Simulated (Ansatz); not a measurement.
Start from `[OH][Ti]([OH])([OH])[F]` and change one atom or group to get `[OH][Ti]([OH])([F])[I]`.

Ansatz, PBE0-D4/def2-TZVP geometries, multiplicity 1. Each molecule was computed in one conformer, which needn't be the lowest.

Elements past krypton have def2 core potentials. Scalar relativity is left out up to krypton.

```json
{"property": "LUMO energy (PBE/def2-TZVPP) / eV", "`[OH][Ti]([OH])([OH])[F]`": "-2.56"}
{"property": "size of the dipole moment (B3LYP/def2-TZVPP) / D", "`[OH][Ti]([OH])([OH])[F]`": "2.29"}
{"property": "LUMO energy (ωB97M-V/def2-TZVPP) / eV", "`[OH][Ti]([OH])([OH])[F]`": "0.66"}
{"property": "zero-point energy (PBE0-D4/def2-TZVP) / kJ/mol", "`[OH][Ti]([OH])([OH])[F]`": "106.5"}
{"property": "LUMO energy (B3LYP/def2-TZVPP) / eV", "`[OH][Ti]([OH])([OH])[F]`": "-1.90"}
{"property": "HOMO energy (B3LYP/def2-TZVPP) / eV", "`[OH][Ti]([OH])([OH])[F]`": "-9.04"}
```

(1) Give the same properties after the change, and the shifts. (Estimate.)

## Answers

(1) The calculation gave: 
```json
{"property": "LUMO energy (PBE/def2-TZVPP) / eV", "`[OH][Ti]([OH])([F])[I]`": "-3.40", "shift": "-0.84"}
{"property": "size of the dipole moment (B3LYP/def2-TZVPP) / D", "`[OH][Ti]([OH])([F])[I]`": "3.16", "shift": "0.87"}
{"property": "LUMO energy (ωB97M-V/def2-TZVPP) / eV", "`[OH][Ti]([OH])([F])[I]`": "-0.31", "shift": "-0.97"}
{"property": "zero-point energy (PBE0-D4/def2-TZVP) / kJ/mol", "`[OH][Ti]([OH])([F])[I]`": "75.1", "shift": "-31.4"}
{"property": "LUMO energy (B3LYP/def2-TZVPP) / eV", "`[OH][Ti]([OH])([F])[I]`": "-2.76", "shift": "-0.86"}
{"property": "HOMO energy (B3LYP/def2-TZVPP) / eV", "`[OH][Ti]([OH])([F])[I]`": "-7.40", "shift": "1.64"}
```

With PBE0 the HOMO rises by 1.67 eV and the LUMO falls by 0.92 eV, so the gap narrows by about 2.59 eV. PBE moves the HOMO by 1.09 eV and ωB97M-V by 2.06 eV. The zero-point energy changes by -31.4 kJ/mol with -3 modes. Dipoles are sizes alone; their direction can turn.

B3LYP here is the variant with VWN-RPA as its local correlation; programs differ in this.

Spin–orbit coupling is left out; it splits and shifts lone-pair levels of the heavy atoms by tenths of an eV.
